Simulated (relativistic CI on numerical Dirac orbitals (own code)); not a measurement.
**Radial parameters of Ru38+**

Method of calculation: Dirac-Coulomb-Breit CI, separate exchange-only KLI orbitals for each configuration, model QED, unscaled Slater integrals (own radial code, finite nucleus).

Slater integrals F^k, G^k are unscaled and averaged over j, outside the closed core 1s2; ζ comes from projecting the Hamiltonian with its Breit term on Σ l·s of the shell.

- 2s2 2p2: F^2(2p,2p) = 801830, ζ(2p) = 777860 cm⁻¹; <r>(2p) = 0.1188, <r^2>(2p) = 0.01709 (bohr units).
- 2s 2p3: F^2(2p,2p) = 800610, G^1(2s,2p) = 847550, ζ(2p) = 773710 cm⁻¹; <r>(2s) = 0.1381, <r^2>(2s) = 0.0224, <r>(2p) = 0.119, <r^2>(2p) = 0.01714 (bohr units).
- 2p4: F^2(2p,2p) = 798720, ζ(2p) = 769660 cm⁻¹; <r>(2p) = 0.1193, <r^2>(2p) = 0.01722 (bohr units).

Averages of the first 10 configurations, taken without configuration mixing, which lowers the lowest level and can move excited configurations by several eV; other configurations of the list can lie among them:

```tsv
Configuration	Parity	States	Average energy above the lowest level (eV)
2s2 2p2	even	15	190.9
2s 2p3	odd	40	435.9
2p4	even	15	715.4
2p3 3s	odd	40	3757.2
2p3 3p	even	120	3829.0
2p3 3d	odd	200	3895.2
2s2 2p 3s	odd	12	3278.7
2s2 2p 3p	even	36	3355.9
2s2 2p 3d	odd	60	3422.4
2s 2p2 3s	even	60	3500.5
```
